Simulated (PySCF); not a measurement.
Numbering as in the mapped SMILES `[CH2:1]=[C:2]([CH3:3])[O:4][Si@@H:5]1[SiH2:6][CH2:7][Si@H:8]1[C:9]#[N:10]`. Hydrogens are named by the atom that carries them. Ha(C1) is cis to C3; Ha(Si6), Ha(C7) are cis to O4 on the ring; Hb(C1) is trans to C3; Hb(Si6), Hb(C7) are trans to O4 on the ring.

[PySCF 2.14: geometry from GFN2-xTB; σ from GIAO-PBE0/pcSseg-1; in vacuum; single conformer; fast rotation and ring inversion assumed for equivalent nuclei; no relativistic terms]

References, each an isolated molecule treated in the same way: TMS for $^{13}$C.

Task: Do the $^{13}$C shifts follow the atomic charges (in e)? Tabulate both.

Result: 
```
atoms  hybridisation  δ (ppm)  σ para (ppm)  Hirshfeld    IAO  Mulliken  ESP-fitted
   C2            sp2    165.5          -228      +0.09  +0.23     +0.02       +0.57
   C9             sp    125.5          -202      -0.04  -0.15     -0.20       +0.19
   C1            sp2     92.1          -163      -0.15  -0.42     -0.20       -0.78
   C3            sp3     24.9           -84      -0.12  -0.43     -0.19       -0.68
   C7            sp3     -5.0           -69      -0.25  -0.81     -0.87       -0.30
```

Correlation coefficients of δ with charge over these carbons: Hirshfeld +0.89, IAO +0.93, Mulliken +0.79, ESP-fitted +0.69; with the paramagnetic shielding -0.99. With so few points, grouped by hybridisation, these coefficients are fragile. Charge is one influence among several: hybridisation and low-lying excitations act through the paramagnetic term.

Shifts are as computed. Against solution values, carbons near 30 ppm lie about +3 ppm off and those near 130 ppm about +5 ppm. Of 1211 compounds with measured shifts, 218 miss one by over three times the rms of a fit or turn the order of signals round; such compounds aren't used in these exercises.
